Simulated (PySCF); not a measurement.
A GIAO shielding run with PySCF 2.14 (density fitting, non-relativistic, gas phase) on `C[SiH2]C[C@@H](F)[SiH3]`, C₃H₁₁FSi₂:

```
$ OMP_NUM_THREADS=1 python probes_run.py task.json out

{"job": {"kind": "nmr", "xc": "PBE0", "basis": "pcSseg-1"}, "charge": 0, "multiplicity": 1}
C      2.494454     0.016985     0.993561
Si     1.547516    -0.954791    -0.328871
C     -0.054775    -0.031883    -0.825478
C     -1.177909    -0.166882     0.191610
F     -0.714591     0.237330     1.447043
Si    -2.735086     0.881052    -0.218632
H      2.790123     0.997371     0.628931
H      1.886548     0.166877     1.880801
H      3.397086    -0.507889     1.292353
H      2.366654    -1.095181    -1.541858
H      1.176467    -2.288343     0.162987
H     -0.429781    -0.419452    -1.772553
H      0.159395     1.027059    -0.979396
H     -1.428421    -1.227393     0.320761
H     -3.693204     0.730121     0.873808
H     -3.275308     0.371676    -1.480040
H     -2.316165     2.275372    -0.356013
```

Hardware: 1 thread of an Arm Neoverse N1, shared host. The job also computes population analyses, field gradients.

(1) How large is the calculation?

(2) How long does it take, and how much memory does it need?

## Answers

(1) 66 electrons, 171 basis functions and 934 auxiliary functions.

(2) 35 s of wall time, with 12 SCF cycles and 4 response iterations; peak memory 0.78 GiB. Times on a shared host scatter by some tens of per cent.
